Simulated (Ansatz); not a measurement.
Geometry optimisation, Ansatz, RKS PBE-D4/def2-SVP.

input.yaml

```yaml
crystal:
  periodic: [false, false, false]
  atoms:
    - { symbol: Ge, position_ang: [-0.6223, 1.3305, 0.4503] }
    - { symbol: O, position_ang: [0.3429, -0.5651, 0.0235] }
    - { symbol: C, position_ang: [0.9778, -1.6245, 0.6891] }
    - { symbol: C, position_ang: [-0.8069, 1.0379, -1.4278] }
    - { symbol: H, position_ang: [-0.1054, -0.1194, -1.1011] }
    - { symbol: H, position_ang: [-1.6322, 0.9565, 1.5168] }
    - { symbol: H, position_ang: [0.4955, 2.102, 1.1229] }
    - { symbol: H, position_ang: [1.6625, -1.2452, 1.4523] }
    - { symbol: H, position_ang: [0.2454, -2.2859, 1.1637] }
    - { symbol: H, position_ang: [1.5517, -2.1985, -0.0436] }
    - { symbol: H, position_ang: [-0.2908, 1.7412, -2.0687] }
    - { symbol: H, position_ang: [-1.8182, 0.8704, -1.7774] }
basis:
  gaussian: { orbitals: def2-SVP }
hamiltonian:
  xc: pbe
  dispersion: d4
relax:
  f_tol: 0.15
  max_steps: 25
  restrain:
    - { distance: [4, 1], at: 2.27, k: 30.0 }
    - { distance: [0, 1], at: 1.86, k: 30.0 }
    - { distance: [4, 3], at: 1.07, k: 30.0 }
```

Command:

```bash
$ ansatz run input.yaml --threads 2 --pin off --max-ram 3072MiB --backend cpu --events-out ev --progress --plain --runs-dir out
```

Question: Where does it end, and by what steps?

Answer: It converged. The restraints hold the end off the free minimum. After 8 steps the energy has fallen by 2.160 eV (the restraints' own energy left out); H5 moved furthest, 0.98 Å. Joined: C4–H5.

```
step  energy less start (eV)  largest force component (eV/Å)  accepted
   0                  0.0000                           1.872       yes
   1                 -0.6556                           2.326       yes
   2                 -1.0221                           2.764       yes
   3                 -1.4311                           1.722       yes
   4                 -1.7965                           0.672       yes
   5                 -2.0088                           0.521       yes
   6                 -2.1275                           0.638       yes
   7                 -2.1568                           0.678       yes
   8                 -2.1597                           0.596       yes
```

```xyz
12
Properties=species:S:1:pos:R:3
Ge -0.402 0.801 0.344
O 0.463 -0.761 -0.106
C 1.012 -1.578 0.902
C -0.870 1.186 -1.501
H -0.393 0.306 -1.937
H -1.577 0.475 1.315
H 0.608 1.770 1.029
H 1.795 -1.062 1.510
H 0.244 -1.971 1.613
H 1.494 -2.456 0.420
H -0.417 2.113 -1.895
H -1.958 1.177 -1.695
```

Whether the end is a true minimum wasn't checked by a vibrational analysis.

Run time: 25 s on 2 threads of Intel(R) Xeon(R) Platinum 8175M CPU @ 2.50GHz (Skylake/Cascade Lake), on a shared host, peak memory 0.17 GiB.
